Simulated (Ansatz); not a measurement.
C$_{2}$H$_{4}$Cl (SMILES C[CH-]Cl), charge -1, singlet, at a GFN2-xTB geometry (a gas-phase anion, which may not be bound at this level), atoms displaced at random by about 0.03 Å a coordinate; PBE0/6-31G, gradient (Ansatz, a first-principles code).

The Ansatz input:
Ansatz 0.2 input:
```yaml
crystal:
  periodic: [false, false, false]
  atoms:
    - {symbol: C, position_ang: [-0.03566063, 0.99697824, 0.11386223]}
    - {symbol: C, position_ang: [1.48094669, 0.75017370, 0.01217998]}
    - {symbol: Cl, position_ang: [-0.84356020, -0.76236734, 0.08031627]}
    - {symbol: H, position_ang: [-0.39108712, 1.31184657, -0.89556171]}
    - {symbol: H, position_ang: [1.96517039, 1.73199755, -0.01955066]}
    - {symbol: H, position_ang: [1.86180421, 0.20061801, 0.86362679]}
    - {symbol: H, position_ang: [1.79498410, 0.18661238, -0.91265951]}
basis:
  gaussian:
    orbitals: 6-31G
hamiltonian:
  xc: pbe0
total_charge: -1
output: {forces: true}
```

Output, abridged:

```
Functional definition: PBE0
524 factors; integrals over basis functions are off by at most 2.1e-4 eV
mean field evaluation 1: about -14650.7803 eV, gradient 1.9e1 eV
mean field evaluation 2: about -14650.5013 eV, gradient 2.1e1 eV
mean field evaluation 4: about -14651.7773 eV, gradient 5.2e-1 eV
mean field evaluation 8: about -14651.9185 eV, gradient 1.1e-2 eV
mean field -14651.91853699 eV, -538.4480748073 hartree, gradient 5.9e-6 eV, S^2 0.000000; 0 other end points of the search recorded, 0 dependent functions left out
the calculation of the forces begins
reference -14651.91855532 eV, -538.4480754810 hartree; 17, 17 occupied and 22, 22 virtual orbitals, 524 factors
Total energy: -14651.91855532 eV, -538.4480754810 hartree
Atom 0 at    -0.035661     0.996978     0.113862 Å, force     0.553494     1.469387     0.423145 eV/Å
Atom 1 at     1.480947     0.750174     0.012180 Å, force    -0.884263    -0.279678    -1.209294 eV/Å
Atom 2 at    -0.843560    -0.762367     0.080316 Å, force    -0.502185    -1.444149     0.008908 eV/Å
Atom 3 at    -0.391087     1.311847    -0.895562 Å, force     0.191937     0.174134    -0.030501 eV/Å
Atom 4 at     1.965170     1.731998    -0.019551 Å, force     0.132147     0.207625     0.010691 eV/Å
Atom 5 at     1.861804     0.200618     0.863627 Å, force     0.174136    -0.203919     0.481987 eV/Å
Atom 6 at     1.794984     0.186612    -0.912660 Å, force     0.334733     0.076601     0.315064 eV/Å
Dipole moment:     0.368543    -0.213856    -0.267464 e Å
```
